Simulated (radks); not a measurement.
Results of a calculation; reference values are marked as such.
Initial-state core-level shifts of neutral calcium when its valence configuration changes from [Ar] 4s2. Level of theory: scalar-relativistic Kohn-Sham, SCAN, spin-unpolarised, spherical densities, finite nucleus; meta-GGA in the generalised Kohn-Sham scheme; Fermi nuclear charge, rms radius 3.4776 fm (a radial shooting solver on a logarithmic mesh with Libxc functionals). Shifts are changes of the shell-averaged eigenvalues in eV (positive: less bound); the change of the density at the nucleus, which sets a Mossbauer isomer shift, is in e/bohr^3, on a base of 6184.

valence	1s	2s	3s	3p	density at nucleus
3d1 4s1	+1.920	+2.407	+2.117	+1.967	-2.8490
3d0.5 4s1 4p0.5	+0.683	+0.994	+0.792	+0.704	-2.5301
3d0.5 4s1.5	+1.360	+1.656	+1.452	+1.358	-1.6621
3d0.5 4s0.5 4p1	+0.099	+0.435	+0.227	+0.140	-3.4652
4p2	-2.786	-2.772	-2.694	-2.654	-3.9020
4s1 4p1	-1.454	-1.447	-1.410	-1.390	-1.9022
4s1.5 4p0.5	-0.739	-0.736	-0.719	-0.709	-0.9759
3d2	+2.054	+2.811	+2.447	+2.225	-4.7247
